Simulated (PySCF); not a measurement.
First SCF of a structure search on triplet RhH₅, at a hand-made trigonal bipyramidal geometry. PySCF input:

```python
from pyscf import gto, scf, dft
mol = gto.M(atom='''
Rh     0.000000     0.000000     0.000000
H      0.000000     0.000000     1.570000
H      0.000000     0.000000    -1.570000
H      1.570000     0.000000     0.000000
H     -0.785000     1.359700     0.000000
H     -0.785000    -1.359700     0.000000''',
    basis={'Rh': 'def2-TZVP', 'H': 'def2-TZVP'},
    ecp={'Rh': 'def2-TZVP'},
    charge=0, spin=2)
mf = dft.UKS(mol, xc='PBE0')
mf.grids.atom_grid = (50, 194)
aux = {'Rh': 'def2-universal-JKFIT', 'H': 'def2-universal-JKFIT'}
mf = mf.density_fit(auxbasis=aux)
mf.conv_tol = 1e-08
mf.diis_space = 10
mf.max_cycle = 60
mf.init_guess = 'minao'
mf.verbose = 4
mf.kernel()
```

Excerpt of the output (cycles alone):

```
init E= -104.662949116059
cycle= 1 E= -112.095410339824  delta_E= -7.43  |g|= 1.81  |ddm|= 3.08
cycle= 2 E= -102.214832146997  delta_E= 9.88  |g|=  3.7  |ddm|= 14.3
cycle= 3 E= -113.011575797044  delta_E= -10.8  |g|= 0.844  |ddm|= 14.2
cycle= 4 E= -113.331892331013  delta_E= -0.32  |g|= 0.134  |ddm|= 0.796
cycle= 5 E= -113.334419140377  delta_E= -0.00253  |g|= 0.115  |ddm|= 0.173
cycle= 6 E= -113.340002148133  delta_E= -0.00558  |g|= 0.0188  |ddm|= 0.082
cycle= 7 E= -113.340254903529  delta_E= -0.000253  |g|= 0.00343  |ddm|= 0.0188
cycle= 8 E= -113.340281380489  delta_E= -2.65e-05  |g|= 0.00339  |ddm|= 0.00883
cycle= 9 E= -113.340291442864  delta_E= -1.01e-05  |g|= 0.00093  |ddm|= 0.00563
cycle= 10 E= -113.340292215642  delta_E= -7.73e-07  |g|= 7.48e-05  |ddm|= 0.00185
cycle= 11 E= -113.340292229222  delta_E= -1.36e-08  |g|= 3.96e-05  |ddm|= 0.000179
cycle= 12 E= -113.340292235215  delta_E= -5.99e-09  |g|= 1.67e-05  |ddm|= 0.000127
Extra cycle  E= -113.340292236752  delta_E= -1.54e-09  |g|= 1.21e-05  |ddm|= 5.41e-05
converged SCF energy = -113.340292236752  <S^2> = 2.0239089  2S+1 = 3.0158971
```

No lower solution of this spin was found from smeared starts or by a stability analysis within the unrestricted form.

With open d or f shells other occupations or spin states may lie lower.

The search for the lowest solution, 3 starts and the stability check together, took 11 s on 2 threads of a shared Arm Neoverse V1 host, with 70 basis functions; the process peaked at 0.49 GiB.
